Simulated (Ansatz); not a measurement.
Reaction (formal loss of a carbene): `BC(F)CN=C` → `BCN=C` + `[CH]F`

Calculated with Ansatz (gas phase, PBE0-D4/def2-TZVP geometries, no zero-point term in ΔE). CCSD(T)/CBS adds triple-zeta CCSD(T) − MP2 to the extrapolated MP2 energy (def2 sets, frozen cores). This one scheme is used for every species. DFT in def2-TZVPP. B3LYP here is the variant with VWN-RPA as its local correlation; programs differ in this. One conformer a species, not always the lowest.

| level | ΔE (kJ/mol) | difference from CCSD(T)/CBS |
| --- | --- | --- |
| PBE-D4 | 376.0 | 13.2 |
| r2SCAN-D4 | 382.2 | 19.4 |
| PBE0-D4 | 384.7 | 21.9 |
| B3LYP-D4 | 360.0 | -2.8 |
| ωB97X-V | 368.8 | 6.0 |
| ωB97M-V | 360.8 | -2.0 |
| B2PLYP | 359.3 | -3.5 |
| PBE | 369.2 | 6.4 |
| r2SCAN | 380.2 | 17.4 |
| PBE0 | 378.8 | 16.0 |
| B3LYP | 349.4 | -13.4 |
| HF/def2-TZVPP | 317.6 | -45.2 |
| MP2/def2-TZVPP | 382.7 | 19.9 |
| SCS-MP2/def2-TZVPP | 365.3 | 2.5 |
| CCSD/def2-TZVPP | 354.0 | -8.8 |
| CCSD(T)/def2-TZVPP | 356.7 | -6.1 |
| HF/def2-QZVPP | 316.9 | -45.9 |
| MP2/def2-QZVPP | 386.0 | 23.2 |
| SCS-MP2/def2-QZVPP | 368.3 | 5.5 |
| HF/CBS(def2) | 316.8 | -46.0 |
| MP2/CBS(def2) | 388.8 | 26.0 |
| CCSD/CBS(def2) | 360.1 | -2.7 |
| CCSD(T)/CBS | 362.8 | 0 |

Largest T1 diagnostic among the species: 0.018.

From PBE to PBE0 (25 % exact exchange), in def2-TZVPP and without D4, ΔE moves by +9.6 kJ/mol. The D4 term adds +10.6 kJ/mol with B3LYP and +5.9 kJ/mol with PBE0; it sums over pairs of atoms, weighted by their polarisabilities, and B3LYP, whose exchange is more repulsive, gets the larger term. In def2-TZVPP, CCSD(T) changes the Hartree–Fock value by +39.0 kJ/mol (the triples alone add +2.6 kJ/mol) and MP2 by +65.1 kJ/mol.
